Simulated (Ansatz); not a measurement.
`[NH2][Al]([F])[Br]` + H₂Te → `[NH2][Al]([F])[TeH]` + HBr at 700 K and 1 bar (ligand exchange at the Al–Br bond).

Gas-phase electronic energies from Ansatz, PBE0-D4/def2-TZVP geometries. CCSD(T)/CBS adds triple-zeta CCSD(T) − MP2 to the extrapolated MP2 energy (def2 sets, frozen cores). Elements past krypton have def2 core potentials. For Br, Te outer-core shells are correlated without core-valence functions, which leaves a few kJ/mol of doubt a bond. Scalar relativity is left out up to krypton. One conformer a species, not always the lowest.

```csv
species,CCSD(T)/CBS energy (Eh),H − E (kJ/mol),S (J/(mol·K))
`[NH2][Al]([F])[Br]`,-2971.22802,134.7,410.2
H₂Te,-268.91024,57.2,261.6
`[NH2][Al]([F])[TeH]`,-666.20158,159.6,451.8
HBr,-2573.91920,36.5,223.7
```

H − E and S are ideal-gas, rigid-rotor, harmonic terms from PBE0-D4/def2-TZVP, for one conformer and one mirror image of each species. 1 Eh = 2625.50 kJ/mol, R = 8.31446 J/(mol·K).

**Question.** By hand: ΔE, ΔH, ΔS and ΔG.

**Answer.** ΔE = (-666.20158) + (-2573.91920) − (-2971.22802) − (-268.91024) = 0.01748 Eh = 45.9 kJ/mol. Δ(H − E) = 159.6 + 36.5 − 134.7 − 57.2 = 4.2, so ΔH = 50.1 kJ/mol. ΔS = 451.8 + 223.7 − 410.2 − 261.6 = 3.7 J/(mol·K). ΔG = 50.1 − 700 × (3.7)/1000 = 47.5 kJ/mol.

**Question.** By hand: the equilibrium constant, and the temperature at which ΔG would vanish if ΔH and ΔS stayed fixed.

**Answer.** log₁₀ K = −ΔG/(RT ln 10) = -3.5. ΔG = 0 at ΔH/ΔS = 13541 K, far beyond where these terms or the molecules hold.

The number of gas molecules stays the same, so ΔS is small and ΔH decides. A doubt of 5 kJ/mol in ΔE shifts log₁₀ K by 0.4 here. Other conformers and mirror images would add mixing entropy, several J/(mol·K) or more a flexible species. These are equilibria of isolated gas molecules and say nothing of rates. Largest T1 diagnostic: 0.011 (customary marks: 0.02 for closed shells, 0.045 for open ones).
